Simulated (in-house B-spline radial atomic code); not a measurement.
Yb²⁺. Computed with a B-spline radial atomic code. Model: non-relativistic spherical atom: semilocal Troullier-Martins pseudo-atom, one channel per l, against all electrons, high spin, G0W0 and RPA with empty states to l = 8, local potential for every l without a channel, a model core (radius 0 = none) keeps its share of the functional.

Without relativity these are model numbers for so heavy an element.

What the tables leave out is listed at the end.

The pseudopotential gives back the lowest level of each angular momentum of its own functional in the configuration it was made in; a second state of the same l is only approximately right. Exact exchange, RPA and GW see the smooth pseudo-orbitals and miss the exchange with the core, for which the functional's share stands in. The column with an uncorrelated core keeps all orbitals and exact exchange, and so separates missing core correlation from pseudisation. Only the three outermost levels and the lowest empty one were computed. RPA here is direct RPA, with no exchange kernel, and its energies carry an (l + 1/2)⁻⁴ tail. A hybrid on a potential with a model core restores only its own semilocal share of the core's exchange.

Command:
```bash
python run_psgw.py task.json out
```
Settings (lengths in bohr, energies in hartree):
```
Z                      70
electrons              68
configuration          [Xe] 4f14
generated_in           [Xe] 4f14 6s2
functional             pbe,pbe
core_shells            8
radius_factor          0.9
core_correction        False
```

Time taken, with all properties: 47 s on 1 thread of Arm Neoverse N1 (shared host).

Given: made with PBE; model core radius 0 bohr; local radius 0.595 bohr; mean-field start PBE.

Valence shells of the generating configuration: 4d, 5s, 5p, 4f, 6s.

Channel: s 1.05, p 1.147, d 0.444, f 1.452 (radii in bohr).

Computed: largest level miss in the spin-unpolarised generating configuration 0.045 eV; valence RPA correlation energy pseudo -3.2632 hartree; all-electron RPA polarisability, core included 5.9268 bohr³; pseudo-atom RPA polarisability 5.9195 bohr³.

| level | occupied | mean-field all-electron (eV) | mean-field pseudo minus all (eV) | G0W0 all-electron (eV) | G0W0 uncorrelated core minus all (eV) | G0W0 pseudo minus all (eV) | exchange self-energy all-electron (eV) | exchange self-energy pseudo (eV) |
| --- | --- | --- | --- | --- | --- | --- | --- | --- |
| 4f | 1 | -21.521 | -0.142 | -30.135 | 0.175 | 3.418 | -75.245 | -55.44 |
| 6s (empty) | 0 | -13.925 | -0.148 | -11.244 | -0.016 | -0.363 | -2.3261 | -2.3798 |

Problem. What is the valence RPA correlation energy all-electron orbitals?

Solution. -2.819 hartree.

Given: mean-field start PBE0.

Computed: valence RPA correlation energy all-electron orbitals -2.7042 hartree; valence RPA correlation energy pseudo -3.1588 hartree; pseudo-atom RPA polarisability 5.2328 bohr³.

| level | occupied | mean-field all-electron (eV) | mean-field pseudo minus all (eV) | G0W0 all-electron (eV) | G0W0 uncorrelated core minus all (eV) | G0W0 pseudo minus all (eV) | exchange self-energy all-electron (eV) | exchange self-energy pseudo (eV) |
| --- | --- | --- | --- | --- | --- | --- | --- | --- |
| 4f | 1 | -24.674 | 0.855 | -30.249 | 0.183 | 3.384 | -75.705 | -55.517 |
| 6s (empty) | 0 | -12.986 | -0.179 | -11.218 | -0.014 | -0.318 | -2.0863 | -2.1395 |

Problem. What is the all-electron RPA polarisability, core included?

Solution. 5.2318 bohr³.

Given: mean-field start Hartree-Fock.

Computed: valence RPA correlation energy all-electron orbitals -2.4272 hartree; valence RPA correlation energy pseudo -2.898 hartree; all-electron RPA polarisability, core included 4.1825 bohr³.

| level | occupied | mean-field all-electron (eV) | mean-field pseudo minus all (eV) | G0W0 all-electron (eV) | G0W0 uncorrelated core minus all (eV) | G0W0 pseudo minus all (eV) | exchange self-energy all-electron (eV) | exchange self-energy pseudo (eV) |
| --- | --- | --- | --- | --- | --- | --- | --- | --- |
| 4f | 1 | -33.414 | 4.355 | -30.001 | 0.188 | 3.159 | -76.888 | -55.679 |
| 5p | 1 | -46.148 | -2.943 | -46.799 | -0.099 | -1.725 | -31.195 | -33.677 |
| 6s (empty) | 0 | -10.5 | -0.206 | -11.089 | -0.008 | -0.208 | -1.3469 | -1.3673 |

Problem. What is the pseudo-atom RPA polarisability?

Solution. 4.0019 bohr³.

Among the listed levels the largest G0W0 shift of the pseudo-atom is +3.42 eV, for 4f on the PBE start, while leaving the core uncorrelated moves that level by +0.17 eV. So pseudisation and the lost core exchange, not the missing core correlation, make the error. Not in the tables (levels of low weight, unsolved or above zero; the highest and the empty levels are kept at any weight): on PBE the G0W0 levels 5p (pseudo minus all -1.52 eV, weights 0.56 and 0.80), 5s (pseudo minus all -2.14 eV, weights 0.08 and 0.18); on PBE0 the G0W0 levels 5p (pseudo minus all -1.70 eV, weights 0.31 and 0.83), 5s (pseudo minus all -2.04 eV, weights 0.49 and 0.28); on Hartree-Fock the G0W0 levels 5s (pseudo minus all -1.08 eV, weights 0.56 and 0.75).
